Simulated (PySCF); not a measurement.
Give a PBE0-D3(BJ)/def2-SVP geometry of `COCI` (C2H5IO).

```
atom  x, y, z in Å
C1    -1.2530    0.3455    0.0085
O2    -0.1779   -0.1886   -0.7191
C3     0.9620   -0.3765   -0.0285
I4     2.0320    1.5162    0.4902
H5    -2.1283    0.3438   -0.6525
H6    -1.4703   -0.2596    0.9074
H7    -1.0339    1.3815    0.3233
H8     0.8251   -0.8473    0.9588
H9     1.6869   -0.9142   -0.6483
```

Any rigid rotation of these coordinates is as good. Atoms count from 1 in this order. O2 (ether oxygen) is bent (angle 115.8°). Of the pairs four or more bonds apart, I4···H7 is among the closest relative to their van der Waals radii: 3.07 Å, 97 % of the sum of Bondi's values. The C–O distances run from 1.346 Å (O2–C3, drawn single) to 1.404 Å (C1–O2, drawn single), a spread of 0.058 Å.

Bonds between heavy atoms (Å): C1–O2 1.404, O2–C3 1.346, C3–I4 2.235.

Level of theory: PBE0-D3(BJ)/def2-SVP geometry optimisation, gas phase, def2 core potentials past Kr (PySCF).

Point group: C1 (no symmetry element, even within 0.4 Å). Whether it is a minimum is left open (no frequencies). The numbers are those of one conformer (C1–O2–C3–I4 -72°).
